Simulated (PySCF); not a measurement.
Correlation energy of Ir²⁺ (iridium, charge +2)

[Xe] 4f14 5d6 6s1, high-spin 6D determinant (an excited configuration). Calculation: PySCF 2.14, in ANO-RCC-VTZP (8s7p5d3f1g, 84 functions); the spin-free X2C one-electron Hamiltonian (Gaussian nucleus). Frozen: [Xe] 4f14; 7 electrons correlated.

```json
{"level": "CCSD", "correlation energy (mhartree)": "-124.64"}
{"level": "(T)", "correlation energy (mhartree)": "-2.76"}
{"level": "CCSD(T)", "correlation energy (mhartree)": "-127.40"}
```

Diagnostics: T1 = 0.0041, D1 = 0.0116, largest double amplitude 0.023.

Spin-orbit coupling, absent here, splits the open shell strongly.

Cost of the coupled-cluster step: roughly 4 core-seconds, for 7 correlated electrons.

Iterations:

```
CC2 = 0
CCSD nocc = (np.int64(6), np.int64(1)), nmo = (50, 50)
frozen orbitals [[0, 1, 2, 3, 4, 5, 6, 7, 8, 9, 10, 11, 12, 13, 14, 15, 16, 17, 18, 19, 20, 21, 22, 23, 24, 25, 26, 27, 28, 29, 30, 31, 32, 33], [0, 1, 2, 3, 4, 5, 6, 7, 8, 9, 10, 11, 12, 13, 14, 15, 16, 17, 18, 19, 20, 21, 22, 23, 24, 25, 26, 27, 28, 29, 30, 31, 32, 33]]
max_cycle = 100
direct = 0
conv_tol = 1e-08
conv_tol_normt = 1e-06
diis_space = 8
diis_start_cycle = 0
Init t2, MP2 energy = -0.118888630330885
Init E_corr(UCCSD) = -0.118888630331003
cycle = 1  E_corr(UCCSD) = -0.123775676402203  dE = -0.00488704607  norm(t1,t2) = 0.0180624
cycle = 2  E_corr(UCCSD) = -0.124398943777012  dE = -0.000623267375  norm(t1,t2) = 0.00550286
cycle = 3  E_corr(UCCSD) = -0.124650232569745  dE = -0.000251288793  norm(t1,t2) = 0.00209602
cycle = 4  E_corr(UCCSD) = -0.12464147185949  dE = 8.76071026e-06  norm(t1,t2) = 0.000361761
cycle = 5  E_corr(UCCSD) = -0.124644229900762  dE = -2.75804127e-06  norm(t1,t2) = 7.06592e-05
cycle = 6  E_corr(UCCSD) = -0.124644341825784  dE = -1.11925022e-07  norm(t1,t2) = 1.26674e-05
cycle = 7  E_corr(UCCSD) = -0.124644286705329  dE = 5.51204546e-08  norm(t1,t2) = 2.83032e-06
cycle = 8  E_corr(UCCSD) = -0.124644287411971  dE = -7.06641842e-10  norm(t1,t2) = 4.47224e-07
UCCSD converged
E(UCCSD) = -17822.5338967247  E_corr = -0.1246442874119708
UCCSD(T) correction = -0.00275950340981841
```
